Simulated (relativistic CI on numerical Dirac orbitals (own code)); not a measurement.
**Slater and spin-orbit integrals, Tb10+**

These numbers are calculated, not measured: Dirac-Coulomb-Breit CI, KLI orbitals optimised for each configuration, model QED, unscaled Slater integrals (own radial code, finite nucleus).

Slater integrals F^k, G^k are unscaled and averaged over j, outside the closed core [Kr] 4d10; ζ comes from projecting the Hamiltonian with its Breit term on Σ l·s of the shell.

- 4f6.5s2.5p: F^2(4f,4f) = 141440, F^4(4f,4f) = 89920, F^6(4f,4f) = 65038, ζ(4f) = 1975.9, F^2(4f,5p) = 65391, G^2(4f,5p) = 28036, G^4(4f,5p) = 23489, ζ(5p) = 38562 cm⁻¹; <r>(4f) = 0.6999, <r^2>(4f) = 0.589, <r>(5p) = 1.276, <r^2>(5p) = 1.817 (bohr units).
- 4f8.5s: F^2(4f,4f) = 134300, F^4(4f,4f) = 85074, F^6(4f,4f) = 61438, ζ(4f) = 1750.8, G^3(4f,5s) = 34030 cm⁻¹; <r>(4f) = 0.7305, <r^2>(4f) = 0.6455, <r>(5s) = 1.182, <r^2>(5s) = 1.556 (bohr units).
- 4f6.5s2.6s: F^2(4f,4f) = 142830, F^4(4f,4f) = 90893, F^6(4f,4f) = 65768, ζ(4f) = 1977.2, G^3(4f,6s) = 6648 cm⁻¹; <r>(4f) = 0.6944, <r^2>(4f) = 0.5783, <r>(6s) = 2.135, <r^2>(6s) = 5.048 (bohr units).

Averages of the first 3 configurations, taken without configuration mixing, which lowers the lowest level and can move excited configurations by several eV; other configurations of the list can lie among them:

```csv
Configuration,Parity,States,Average energy above the lowest level (eV)
4f6.5s2.5p,odd,18018,18.3
4f8.5s,even,6006,46.3
4f6.5s2.6s,even,6006,85.3
```
